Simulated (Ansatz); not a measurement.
System: GeCl$_{2}$, net charge 1, doublet state. SMILES of the parent species: [Cl][Ge][Cl]

Atoms: Ge1, Cl2, Cl3. Bonds: Ge1-Cl2, Ge1-Cl3.

Bond lengths (Å) and angles (degrees) optimised at HF/3-21G with Ansatz (a program for electronic structure); HF/6-31G* with LANL2DZ past Ar with Ansatz; B3LYP/LANL2DZ with Ansatz; MP2/6-31G* with LANL2DZ past Ar with Ansatz, each started from the B3LYP-D3(BJ)/def2-TZVP structure (Ansatz) of the last column. A row stands for all coordinates that are equal there. 6-31G* holds six Cartesian d functions. No wavenumbers were computed at B3LYP/LANL2DZ, MP2/6-31G* with LANL2DZ past Ar, so these may be saddle points.

```
coordinate   HF/3-21G  HF/6-31G* with LANL2DZ past Ar  B3LYP/LANL2DZ  MP2/6-31G* with LANL2DZ past Ar  B3LYP-D3(BJ)/def2-TZVP
-----------  --------  ------------------------------  -------------  -------------------------------  ----------------------
Ge1-Cl2         2.182                           2.102          2.228                            2.112                   2.101
Cl2-Ge1-Cl3     120.8                           118.8          118.8                            119.3                   120.1
```

Mean signed difference of all 2 bond lengths from B3LYP-D3(BJ)/def2-TZVP: HF/3-21G 0.081 Å, HF/6-31G* with LANL2DZ past Ar 0.001 Å, B3LYP/LANL2DZ 0.127 Å, MP2/6-31G* with LANL2DZ past Ar 0.011 Å.
